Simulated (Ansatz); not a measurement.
Isomers of LiAg12 (doublet), relaxed with PBE-D4/def2-SVP; total energies from Ansatz at RPA@PBE/def2-TZVP.

| isomer | description | energy (Eh) |
| --- | --- | --- |
| A | point group not assigned; 29 × Ag–Ag 2.72 to 3.04 Å; 6 × Ag–Li 2.65 to 2.86 Å | -1768.63269 |
| B | point group not assigned; 32 × Ag–Ag 2.71 to 3.17 Å; 4 × Ag–Li 2.64 to 3.24 Å | -1768.63848 |

In the def2 sets Ag takes a core potential; there is no spin–orbit coupling. Correlated methods freeze no core orbitals; core or outer-core shells of Li, Ag are correlated, in sets that lack core-valence functions.

The isomers come from a short search, and lower ones may exist.

Work out the relative energies (1 Eh = 2625.5 kJ/mol) and the Boltzmann populations at 1200 K from electronic energies alone (R = 8.314 J/mol/K).

ΔE: A 15.2, B 0.0 kJ/mol. RT = 9.98 kJ/mol. Factors exp(−ΔE/RT): A 0.218, B 1; sum 1.218. Populations: A 17.9 %, B 82.1 %. Zero-point energy, vibrational entropy and symmetry numbers are left out and can shift these; an error of 4 kJ/mol changes a ratio by a factor of 1.5. Over the other density-functional and correlated levels in def2 sets, the gap between B and A ranges from -8 to 9 kJ/mol.
